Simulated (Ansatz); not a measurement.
Geometry optimisation, Ansatz, RKS PBE0-D4/def2-SVP.

Input:

```yaml
crystal:
  periodic: [false, false, false]
  atoms:
    - { symbol: Al, position_ang: [-0.170144, -1.292732, -0.332302] }
    - { symbol: H, position_ang: [1.214485, -0.832037, -0.817482] }
    - { symbol: O, position_ang: [-0.228566, -2.650864, 0.675367] }
    - { symbol: O, position_ang: [-1.511351, -0.471875, -1.006635] }
    - { symbol: H, position_ang: [-0.007435, 1.894859, 0.801544] }
    - { symbol: O, position_ang: [-0.751701, 1.409595, 1.187329] }
    - { symbol: H, position_ang: [1.723333, 1.018659, -0.892291] }
    - { symbol: O, position_ang: [1.887083, 1.856049, -0.435283] }
    - { symbol: H, position_ang: [-0.954584, -3.016402, 1.179154] }
    - { symbol: H, position_ang: [-2.428244, -0.750163, -1.009303] }
    - { symbol: H, position_ang: [-1.306691, 1.225928, 0.414417] }
    - { symbol: H, position_ang: [2.533815, 1.608983, 0.235386] }
basis:
  gaussian: { orbitals: def2-SVP }
hamiltonian:
  xc: pbe0
  dispersion: d4
relax:
  f_tol: 0.03
  max_steps: 50
```

Command:

```bash
$ ansatz run input.yaml --threads 2 --pin off --max-ram 3072MiB --backend cpu --events-out ev --progress --plain --runs-dir out
```

Task: Where does it end, and by what steps?

Result: It converged. After 16 steps the energy has fallen by 1.150 eV; O6 moved furthest, 0.78 Å. Joined: Al1–O6.

```csv
step,energy less start (eV),largest force component (eV/Å),accepted
0,0.0000,0.511,yes
1,-0.1702,1.109,yes
2,-0.4066,1.904,yes
3,-0.7646,1.263,yes
4,-0.9343,1.292,yes
5,-0.9955,1.108,yes
6,-1.0798,0.461,yes
7,-1.1007,0.278,yes
8,-1.1198,0.262,yes
9,-1.1242,0.429,yes
10,-1.1341,0.492,yes
11,-1.1453,0.129,yes
12,-1.1464,0.101,yes
13,-1.1482,0.051,yes
14,-1.1492,0.074,yes
15,-1.1496,0.043,yes
16,-1.1498,0.023,yes
```

```xyz
12
Properties=species:S:1:pos:R:3
Al -0.381 -0.831 -0.234
H 0.907 -0.529 -1.162
O -0.067 -2.178 0.783
O -1.954 -0.494 -0.882
H 0.356 1.348 0.600
O -0.458 0.796 0.815
H 1.688 0.945 -0.691
O 1.752 1.717 -0.090
H -0.704 -2.512 1.416
H -2.426 -1.061 -1.491
H -1.245 1.256 0.486
H 2.533 1.543 0.449
```

Whether the end is a true minimum wasn't checked by a vibrational analysis.

Time of the run: 48 s on 2 threads of Arm Neoverse V1 (shared host), peak memory 0.23 GiB.
